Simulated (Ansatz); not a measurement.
CH₇GeNSi (`[NH2][GeH]1[CH2][SiH2]1`), relaxed with RKS PBE-D4/def2-SVP in the Gaussian-basis code of Ansatz from a rough embedded geometry. The force threshold is 0.03 eV/Å; the program also tests the step.

Total charge 0; spin multiplicity 1.

Start:

```xyz
11

N    -1.695   -0.691    0.796
Ge   -0.711   -0.083   -0.585
C     0.469    1.348   -0.075
Si    1.594   -0.115    0.031
H    -1.344   -1.663    1.093
H    -2.715   -0.906    0.429
H    -0.723   -0.868   -1.952
H     0.221    1.834    0.811
H     0.729    2.030   -0.991
H     2.471   -0.329   -1.035
H     1.703   -0.557    1.477
```

Q: By how much does the energy fall, and how many steps does the optimiser take? (Estimate.)

A: Ansatz gave: 112.50 kJ/mol, in 11 steps, 3 of them rejected.

Q: Which bonds change most? (Best estimate.)

A: Computed: Si4–H10 from 1.397 to 1.501 Å; Ge2–C3 from 1.924 to 2.010 Å; N1–H6 from 1.105 to 1.028 Å; C3–H9 from 1.171 to 1.105 Å.

Q: Give the relaxed structure. (Estimate.)

A: Computed: 
```xyz
11

N    -1.714   -0.873    0.804
Ge   -0.507   -0.472   -0.554
C     0.414    1.274   -0.171
Si    1.693   -0.123    0.097
H    -1.880   -1.884    0.881
H    -2.628   -0.428    0.646
H    -0.961   -0.658   -2.032
H     0.056    1.799    0.733
H     0.576    1.964   -1.019
H     2.819   -0.212   -0.893
H     2.132   -0.388    1.507
```
